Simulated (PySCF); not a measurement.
**C 1s core levels and what the atom is bonded to**

Gas-phase molecules, one conformer each, relaxed by PBE0-D3(BJ)/def2-SVP with no frequency check. Core levels by delta-SCF with SCAN, pcX-2 on the ionised atom and pcseg-1 elsewhere, spin-free X2C; energies from the vacuum level.

```tsv
structure (SMILES)	C bonded to	mean electronegativity of these (Pauling)	C 1s (eV)
CC(O)(Cl)C[SiH3]	1 C + 1 Si + 2 H	2.21	290.54
C[C](Cl)([GeH3])C[SiH3]	2 C + 1 Cl + 1 Ge	2.57	291.89
CC(O)([SiH3])Cl	1 C + 1 Cl + 1 O + 1 Si	2.76	?
FC(Cl)(C[SiH3])[O][GeH3]	1 C + 1 Cl + 1 F + 1 O	3.28	295.91
OC(F)(F)[SiH3]	2 F + 1 O + 1 Si	3.33	296.56
[F][GeH]([Cl])[C](F)(F)F	3 F + 1 Ge	3.49	298.31
FC(F)(F)Cl	1 Cl + 3 F	3.77	300.35
```

Question: Fit a straight line to the complete rows and predict the core level of C in CC(O)([SiH3])Cl, bonded to 1 C + 1 Cl + 1 O + 1 Si.

Answer: E = 276.179 + 6.246·χ (6 points, rms 0.53 eV, correlation 0.988). At 2.76 this gives 293.42 eV; the calculation itself gave 293.32 eV, so the fit is off by 0.10.

For scale, for CC(O)([SiH3])Cl: run time: 38 s on 1 thread of Arm Neoverse V1 (aarch64), shared host, peak memory 0.55 GiB, launched as `OMP_NUM_THREADS=1 python cluster_run.py task.json out`.
